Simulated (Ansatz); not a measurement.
Basis-set extrapolation for `O[SiH2][SiH2]Cl` (PBE0-D4/def2-TZVP geometry, frozen core, Ansatz 0.2.0). Multiplicity 1, RHF reference.

```tsv
	def2-TZVPP	def2-QZVPP
HF	-1115.303331	-1115.338182
MP2 correlation	-0.676086	-0.735314
CCSD(T) correlation	-0.755868	not run
```

Energies in hartree. Use E(X) = E(∞) + A·exp(−7.88·√X) for Hartree–Fock and E(X) = E(∞) + B·X^(−2.97) for correlation, with X = 3 and 4, and add CCSD(T) minus MP2 of the smaller set to the MP2 limit.

**Question.** What is the CCSD(T) energy at the basis-set limit?

**Answer.** HF limit: -1115.338182 + (-0.034851) × 0.13774 = -1115.34298. MP2 limit: -0.735314 + (-0.059228) × 0.74074 = -0.77919. Higher-order term: -0.755868 − (-0.676086) = -0.07978. Total: -1116.20195 hartree, 3.88 eV below CCSD(T)/def2-TZVPP.
